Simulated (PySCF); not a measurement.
C2H10OSi2.
Atom-mapped SMILES: `[CH3:1][CH2:2][SiH2:3][O:4][SiH3:5]` (hydrogens: H6, H7, H8 on C1; H9, H10 on C2; H11, H12 on Si3; H13, H14, H15 on Si5)

Cartesian coordinates in Å at the PBE0-D3(BJ)/def2-SVP level; atoms count from 1:
```xyz
15
C2H10OSi2 angstrom
C     -2.6592   -0.5430   -0.1974
C     -1.4323    0.3656   -0.1988
Si     0.1864   -0.5612   -0.3545
O      1.4360    0.5339   -0.4175
Si     3.0594    0.7811   -0.2191
H     -2.6233   -1.2774    0.6235
H     -3.5908    0.0315   -0.0774
H     -2.7454   -1.1106   -1.1377
H     -1.3872    0.9674    0.7255
H     -1.4822    1.0921   -1.0283
H      0.1917   -1.3950   -1.5981
H      0.3852   -1.4725    0.8184
H      3.6165   -0.1802    0.7825
H      3.7731    0.5934   -1.5176
H      3.2789    2.1749    0.2630
```

Level of theory: TDDFT CAM-B3LYP/def2-SVPD, vertical, gas phase, core orbitals frozen in the response (PySCF).

Transition dipole moments from the ground state, in atomic units and in the frame of the coordinates above (overall signs are arbitrary), for the states with f of 0.002 or more among the lowest 6:

```tsv
state	E (eV)	μx	μy	μz
S3	7.889	0.272	-0.027	0.030
S4	8.050	0.083	-0.130	0.018
S6	8.320	0.047	0.039	-0.467
```

(1) What oscillator strength does each state have?

(2) What angle do the transition dipoles of S3 and S6 make?

(3) What peak molar absorption coefficient would the strongest computed level give as a lone Gaussian band 0.4 eV wide at half height?

Results:

(1) f = (2/3) ΔE |μ|² with ΔE in hartree (27.2114 eV).

```
state  |μ|² (au)  |μ| (D)      f
   S3      0.075     0.70  0.015
   S4      0.024     0.39  0.005
   S6      0.222     1.20  0.045
```

(2) |cos θ| = |μa·μb| / (|μa| |μb|) = 0.02, so θ ≈ 89° (taken between 0 and 90°, since the signs are arbitrary).

(3) ε(max) = 2.175×10⁸ f / FWHM, with the width in cm⁻¹. S6: 2.175×10⁸ × 0.0452 / 3226 ≈ 3000 L mol⁻¹ cm⁻¹.

One conformer stands for the species.

Without π bonds the low states may be Rydberg-like; a valence basis with one diffuse set may place them up to an eV too high.
